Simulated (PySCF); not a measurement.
**Unknowns**

- shieldings: GIAO PBE0/pcSseg-1
- geometry: GFN2-xTB
- B3LYP/pcJ-1 coupling constants
- code: PySCF 2.14.0 with density-fitted response routines
- rapidly exchanging positions averaged, no solvent, non-relativistic, a single conformation

δ = σ(ref) − σ, references computed at the same level: ¹H (σref 31.72) and ¹³C (σref 186.93) against TMS. Multiplet labels drop J under 1 Hz and among equivalent protons, and merge close values. Unscaled 3J(H,H) run several per cent high. Splittings of carbon signals by F and P are missing where no couplings were computed. Where no couplings were computed, multiplicities follow the n + 1 count of equivalent neighbours, and m marks all less simple cases (inequivalent or close neighbours, rings, F or P nearby). One-bond C–F couplings are unscaled and too large by tens of Hz. Shifts are as computed. Against solution values, carbons near 30 ppm lie about +3 ppm off and those near 130 ppm about +5 ppm. Of 1211 compounds with measured shifts, 218 miss one by over three times the rms of a fit or turn the order of signals round; such compounds aren't used in these exercises.

Question: C$_{4}$H$_{6}$F$_{2}$O$_{2}$Si. ¹H NMR (500 MHz, computed): δ 8.01 (s, 1H), 6.35 (m, 1H), 4.55 (m, 1H), 4.49 (m, 3H). ¹³C{¹H} NMR (computed): δ 169.9, 156.9, 139.8, 64.5. What is it?

Answer: `O=CO[C@H]([SiH3])/C(F)=C/F`. Rings plus π bonds: 2 (no ring in the answer). 4 carbon signals for 4 carbons: no two carbons are equivalent. Carbon types of the structure: 1 × C, 3 × CH, leaving 3 H on heteroatoms. δC 169.9: ester carbonyl carbon; lone-pair donation from the attached heteroatom keeps it upfield of a ketone carbonyl. δC 156.9: fully substituted alkene carbon; as expected for a trigonal carbon in a double bond. δC 139.8: alkene CH; the olefinic region. δC 64.5: allylic sp3 CH bonded to O and Si; the inductive effect lowers its shielding.

The shifts were computed for this structure.

Question: C$_{6}$H$_{5}$NP$_{2}$. ¹H NMR (600 MHz, computed): δ 9.57 (m, 2H), 3.49 (m, 3H). ¹³C{¹H} NMR (computed): δ 223.5 (C), 167.4 (CH), 125.4 (C), 120.0 (C), 32.1 (CH3). Identify the compound.

Answer: `Cc1pcc(C#N)cp1`. 5 carbon signals for 6 carbons: some carbons are equivalent by symmetry or fast rotation. Carbon types of the structure: 3 × C, 2 × CH, 1 × CH3, which accounts for all hydrogens. δC 223.5, 120.0: substituted aromatic carbon. δC 167.4: aromatic CH. δC 125.4: nitrile carbon; C≡N carbons fall here, among the sp2 signals but without a proton. δH 9.57: hydrogen on an aromatic CH; it sits in the deshielding region of the aromatic ring current.

This is the structure that produced the data.

Question: C$_{2}$H$_{3}$FO. ¹H NMR (400 MHz, computed): δ 2.24 (d, J = 6.3 Hz, 3H). ¹³C{¹H} NMR (computed): δ 168.8 (C, d, J = 413.0 Hz), 20.1 (CH3, d, J = 60.4 Hz). Give a structure.

Answer: `O=C(C)F`. The formula gives 1 degree of unsaturation (no ring in the answer). 2 carbon signals for 2 carbons: no two carbons are equivalent. Carbon types of the structure: 1 × C, 1 × CH3, which accounts for all hydrogens. δC 168.8: carbonyl carbon. δC 20.1: methyl carbon α to a carbonyl; α to the electron-withdrawing carbonyl group. δH 2.24: hydrogen on a methyl carbon α to a carbonyl; α to C=O.

Question: C$_{4}$H$_{3}$NO$_{3}$. ¹H NMR (600 MHz, computed): δ 9.71 (m, 1H), 8.38 (m, 1H), 8.26 (s, 1H). ¹³C{¹H} NMR (computed): δ 161.3 (CH), 156.3 (CH), 145.6 (CH), 142.6 (C). Give a structure.

Answer: SMILES O=COc1cnoc1. Rings plus π bonds: 4 (1 ring in the answer). 4 carbon signals for 4 carbons: no two carbons are equivalent. Carbon types of the structure: 1 × C, 3 × CH, which accounts for all hydrogens. δC 161.3: ester carbonyl carbon; lone-pair donation from the attached heteroatom keeps it upfield of a ketone carbonyl. δC 145.6: aromatic CH next to a ring nitrogen; the adjacent pyridine-type nitrogen withdraws density from it. δC 142.6: aromatic carbon bearing oxygen; an ipso carbon deshielded by its heteroatom. δH 9.71: hydrogen on an aromatic CH next to the ring oxygen; the ring current deshields protons in the ring plane.

The shifts were computed for this structure.
